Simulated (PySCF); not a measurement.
Working out the excitation energy of S²⁺

S²⁺ [Ne] 3s2 3p2 (3P) → S²⁺ [Ne] 3s1 3p3 (5S). All numbers are calculated (PySCF 2.14, no relativity, point nucleus, in aug-cc-pwCVDZ). Frozen: [Ne]. Energies in hartree (1 hartree = 27.21139 eV):

```tsv
part	S²⁺ (lower)	S²⁺ (upper)
UHF	-396.325106	-396.131147
CCSD correlation	-0.078577	-0.026765
(T)	-0.001047	-0.000090
```

What does Hartree-Fock give?

(-396.131147) − (-396.325106) = 0.193959 hartree = 5.278 eV.

What do CCSD and CCSD(T) give?

The CCSD correlation energies differ by 0.051812 hartree = 1.410 eV and the triples by 0.000957 hartree = 0.026 eV, so CCSD gives 6.688 eV and CCSD(T) 6.714 eV.

A double-zeta basis recovers only part of the correlation energy.
